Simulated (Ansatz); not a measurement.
Reactions of C2H3FI2, SMILES `FC(I)CI`.

Gas-phase electronic energies from Ansatz, PBE0-D4/def2-TZVP geometries. CBS: MP2 limit from def2 TZ/QZ plus the TZ coupled-cluster correction, frozen cores. This one scheme is used for every species, atoms too. No spin–orbit coupling; open shells (•) take unrestricted orbitals. Spin–orbit coupling would lower the free atoms: a little for C, F; strongly for I. def2 core potentials past Kr. Bonds to Br, I are less sure, by a few kJ/mol each and by 10 to 20 or more in all where they break to atoms, as the def2 sets lack core-valence functions. Scalar relativity is left out up to krypton. Each species was taken in one conformer, which may not be the lowest.

Task: Order these by ΔE at CCSD(T)/CBS, lowest first. (Best estimate.)
A. `FC(I)CI` → `ICI` + `[CH]F`
B. `FC(I)CI` → `F[CH]I`• + `[CH2]I`•
C. `FC(I)CI` + H₂ → `ICCI` + H–F
D. `FC(I)CI` + H₂ → `FCCI` + HI
E. `FC(I)CI` + `[SiH3]Cl` → `FC(I)[SiH2]Cl` + `CI`
F. `FC(I)CI` → 2 C• + F• + 3 H• + 2 I•
G. `FC(I)CI` + HBr → `BrCI` + `FCI`
H. `FC(I)CI` + `O[SiH3]` → `FC(I)O[SiH3]` + `CI`

Result: C (-115.5 kJ/mol), D (-62.1 kJ/mol), E (-10.1 kJ/mol), H (+26.0 kJ/mol), G (+50.9 kJ/mol), A (+387.6 kJ/mol), B (+406.1 kJ/mol), F (+2658.1 kJ/mol).

Largest T1 diagnostic: 0.018, for `[CH]F`.
